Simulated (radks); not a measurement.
The numbers below are computed, except where a source is named.
All-electron atom: Dy2+ in [Xe] 4f10.

Code: a radial shooting solver on a logarithmic mesh with Libxc functionals. Model: Dirac Kohn-Sham, B86b exchange with PBE correlation, spin-unpolarised, spherical densities, finite nucleus; open shells fill j = l - 1/2 first; Fermi nuclear charge, rms radius 5.2218 fm.

Energy parts (eV):
total: -331096.77
kinetic: 363128.37
electron-nucleus: -815461.81
Hartree: 128453.42
exchange-correlation: -7216.76

Orbitals (lengths in bohr, moments of r in powers of bohr; r(90%) holds 90 % of the orbital's charge):
orbital,occ.,eigenvalue (eV),r(90%),<r^4>,<r>
1s1/2,2,-53609.40,0.0382,9.917e-07,0.02112
2s1/2,2,-8933.999,0.139,0.0001553,0.08922
2p1/2,2,-8498.072,0.123,0.00009554,0.07437
2p3/2,4,-7697.716,0.132,0.0001279,0.08143
3s1/2,2,-1999.155,0.344,0.005957,0.2341
3p1/2,2,-1808.826,0.336,0.005380,0.2238
3p3/2,4,-1642.612,0.355,0.006687,0.2371
3d3/2,4,-1315.275,0.327,0.004769,0.2096
3d5/2,6,-1278.981,0.332,0.005100,0.2138
4s1/2,2,-406.4838,0.762,0.1466,0.5299
4p1/2,2,-331.3804,0.787,0.1659,0.5405
4p3/2,4,-294.2707,0.831,0.2066,0.5711
4d3/2,4,-170.5777,0.908,0.2935,0.6038
4d5/2,6,-163.8612,0.925,0.3155,0.6147
4f5/2,6,-17.4495,1.51,3.230,0.8593
4f7/2,4,-16.5712,1.55,3.638,0.8775
5s1/2,2,-62.8961,1.88,5.429,1.301
5p1/2,2,-42.7038,2.15,9.302,1.466
5p3/2,4,-37.9896,2.31,12.21,1.568

The highest occupied level is 4f7/2 at -16.571 eV. The electron density at the nucleus is 7.404e+05 e/bohr^3. Summed over all electrons, <r^2> = 38.30 bohr^2, which gives a Langevin (diamagnetic) susceptibility term of -30.3 x 10^-6 cm^3/mol.
